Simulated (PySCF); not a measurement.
C7H11 (doublet state).
Structure used (GFN2-xTB), in Å, numbered top down from 1:
```xyz
18
C7H11 angstrom
C      2.8101   -1.5229   -0.1414
C      2.5580   -0.4904    0.9591
C      1.2011    0.0069    0.9313
C      0.0575    0.4326    0.8996
C     -1.2188    0.8948    0.8647
C     -2.2941    0.2483    0.0631
C     -2.7144    1.1353   -1.1160
H      3.8372   -1.8779   -0.0923
H      2.1417   -2.3734   -0.0257
H      2.6404   -1.0832   -1.1219
H      2.7531   -0.9438    1.9388
H      3.2500    0.3518    0.8430
H     -1.4619    1.8034    1.3956
H     -3.1715    0.0781    0.6972
H     -1.9493   -0.7171   -0.3123
H     -1.8685    1.3026   -1.7788
H     -3.0672    2.1005   -0.7589
H     -3.5122    0.6607   -1.6831
```

The hyperfine couplings belong to this conformer and change with its torsions.

As a line formula: `CCC#C[CH]CC` [radical].

Method: PySCF, UKS B3LYP, pcH-1 on C H, non-relativistic, mean-field spin-orbit, GIAO. Geometry: GFN2-xTB, one conformer, isolated molecule. A GFN2-xTB geometry isn't a minimum of the functional, and hyperfine couplings can be far from their values at a DFT geometry. The SCF solution wasn't tested for stability.

Task: Give the principal g shifts and their parts.

Result: 
| Δg (ppm) | 1 | 2 | 3 |
| --- | --- | --- | --- |
| relativistic mass correction | -146 | -146 | -146 |
| gauge correction | 0 | 36 | 33 |
| orbital Zeeman/spin–orbit | -12 | 612 | 830 |
| total | -158 | 502 | 717 |

So g = 2.00216, 2.00282, 2.00304 and g_iso = 2.00267; the tensor is rhombic: the two nearest values differ by 25 % of g3 − g1. Axes: g3 points within 15° of the C3–C4 bond.

Task: At 93.574 GHz, how far is the centre of the isotropic spectrum from where a free electron (g = 2.002319) resonates?

Result: B = hν/(g μB) with μB/h = 13.99624 MHz/mT gives 3338.95 mT for the free electron and 3338.36 mT at g_iso, 0.59 mT lower.

Task: What effective moment and Curie constant follow for a powder?

Result: With the mean of g² = 4.0107 and S(S+1) = 0.75: μ_eff = √(⟨g²⟩S(S+1)) = 1.734 μB and χT = 0.12505·⟨g²⟩·S(S+1) = 0.376 cm³ K/mol (cgs; spin-Hamiltonian part alone).

Task: What are the electron Larmor frequencies g μB B/h along the three axes at 3350 mT?

Result: 93.8762, 93.9071, 93.9172 GHz for g1, g2 and g3, a range of 41.1 MHz.

Task: In a frozen sample, at which fields do the three g values resonate at 9.5, 34, 94 and 263 GHz (hyperfine left aside), and which band first spreads them over more than twice a line width of 0.5 mT?

Result: 
| band | GHz | B(g3) mT | B(g2) mT | B(g1) mT | spread mT |
| --- | --- | --- | --- | --- | --- |
| X | 9.5 | 338.86 | 338.90 | 339.01 | 0.15 |
| Q | 34.0 | 1212.77 | 1212.90 | 1213.30 | 0.53 |
| W | 94.0 | 3352.95 | 3353.31 | 3354.42 | 1.47 |
| J | 263.0 | 9381.13 | 9382.14 | 9385.24 | 4.10 |

The spread grows in proportion to the frequency. W band is the first where it exceeds 1.0 mT.

Largest spin populations (Mulliken): C5 (+0.76), C3 (+0.51) and C4 (-0.25). The positive populations add up to 1.39 and the negative ones to -0.39, together 2S = 1. The angles at C5 add up to 359.9°, so it is planar; its axial dipolar tensor and the negative coupling of its proton fit spin in a p orbital normal to that plane.

The HOMO–LUMO gaps are 5.79 eV among the α and 4.97 eV among the β orbitals.
